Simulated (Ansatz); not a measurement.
Single points on the cluster Sr₂Se.

```yaml
crystal:
  periodic: [false, false, false]
  atoms:
    - {symbol: Sr, position_ang: [-0.846172, 2.582795, 0.269723]}
    - {symbol: Sr, position_ang: [0.716687, -2.610540, -0.362339]}
    - {symbol: Se, position_ang: [0.129484, 0.027745, 0.092616]}
basis:
  gaussian: {orbitals: def2-TZVP, initial_orbitals: start.molden}
magnetization: {spin_polarized: true, initial_magnetization: 2}
hamiltonian: {xc: pbe, dispersion: d4}
scf: {omitted_lower_state_checks: [starts]}
output: {orbitals: {seedname: orbitals}}
```

The file start.molden holds the orbitals of an earlier run on this structure, at another level or in another basis.

```sh
$ ansatz run in.yaml --threads 4 --pin off --events-out ev --progress --plain --max-ram 3916MiB
```

Output, abridged:

```
Functional definition: PBE
1013 factors; their error is unknown
mean field evaluation 1: about -67012.9481 eV, gradient 5.8e0 eV
mean field evaluation 2: about -67013.0174 eV, gradient 1.3e-1 eV
mean field evaluation 4: about -67012.9908 eV, gradient 5.1e-3 eV
mean field evaluation 8: about -67012.9908 eV, gradient 2.7e-5 eV
mean field -67012.99080639 eV, -2462.6819890982 hartree, gradient 2.7e-5 eV, S^2 2.000603; 0 other end points of the search recorded, 0 dependent functions left out
reference -67012.99084875 eV, -2462.6819906548 hartree; 28, 26 occupied and 86, 88 virtual orbitals, 1013 factors
Total energy: -67013.17335783 eV, -2462.6886977400 hartree
Checks for a lower state left out: starts
```

Run time 1.6 s (4 threads of Arm Neoverse V2 on a shared host).

The first input with `gaussian: {orbitals: def2-TZVP}`, `hamiltonian: {xc: pbe0, dispersion: d4}` (abridged; 2.7 s):

```
Functional definition: PBE0
mean field evaluation 16: about -67014.7995 eV, gradient 5.6e-4 eV
mean field -67014.79949281 eV, -2462.7484570983 hartree, gradient 2.3e-5 eV, S^2 2.000635
Total energy: -67014.96204984 eV, -2462.7544309587 hartree
Checks for a lower state left out: starts
```

The first input with `hamiltonian: {xc: r2scan, dispersion: d4}` (abridged; 4.5 s):

```
Functional definition: r2SCAN
mean field -67023.29466179 eV, -2463.0606488001 hartree, gradient 2.3e-5 eV, S^2 2.000995
Total energy: -67023.32702916 eV, -2463.0618382790 hartree
Checks for a lower state left out: starts
```

Geometry: B3LYP-D4/def2-TZVP, that of the charge +1 doublet.

In the def2 sets Sr takes a core potential; there is no spin–orbit coupling. The structure comes from a short search, and lower isomers may exist.
